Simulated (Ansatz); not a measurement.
Ansatz (a first-principles code) input (B2GP-PLYP/def2-TZVPD):

Ansatz 0.2 input:
```yaml
crystal:
  periodic: [false, false, false]
  atoms:
    - {symbol: Cr, position_ang: [0.13952899, -0.00611310, 0.17126774]}
    - {symbol: O, position_ang: [1.18561837, 0.15760384, -1.29588066]}
    - {symbol: H, position_ang: [1.37588926, 0.93654432, -1.82456126]}
    - {symbol: O, position_ang: [-1.50095585, -0.29762134, 0.87657839]}
    - {symbol: H, position_ang: [-2.20188516, 0.33031018, 1.06855381]}
basis:
  gaussian:
    orbitals: def2-TZVPD
hamiltonian:
  xc: {name: B2GP-PLYP}
magnetization: {spin_polarized: true, initial_magnetization: 4}
correlation: {electrons: outside_noble_gas}
```

Output:

```
Functional definition: B2GP-PLYP
integrals: 0.17 GiB planned
1107 factors; integrals over basis functions are off by at most 8.4e-4 eV
mean field: 0.89 GiB planned
mean field evaluation 1: about -32524.0792 eV, gradient 4.4e1 eV
mean field evaluation 2: about -32524.1815 eV, gradient 4.4e1 eV
mean field evaluation 4: about -32530.6650 eV, gradient 7.4e0 eV
mean field evaluation 8: about -32530.9835 eV, gradient 4.7e-1 eV
mean field evaluation 16: about -32530.9887 eV, gradient 2.2e-2 eV
mean field evaluation 32: about -32530.9888 eV, gradient 7.0e-6 eV
mean field -32530.98877012 eV, -1195.4917870056 hartree, gradient 7.0e-6 eV, S^2 6.020877; 6 other end points of the search recorded, 0 dependent functions left out
11 core orbitals not correlated
reference -32530.98889153 eV, -1195.4917914676 hartree; 12, 8 occupied and 123, 127 virtual orbitals, 1107 factors
second order -19.33424147 eV of doubles, -0.00000000 eV of singles
Total energy: -32537.94921846 eV, -1195.7475787643 hartree
```

The spin state was set by rule; other spins were not relaxed.
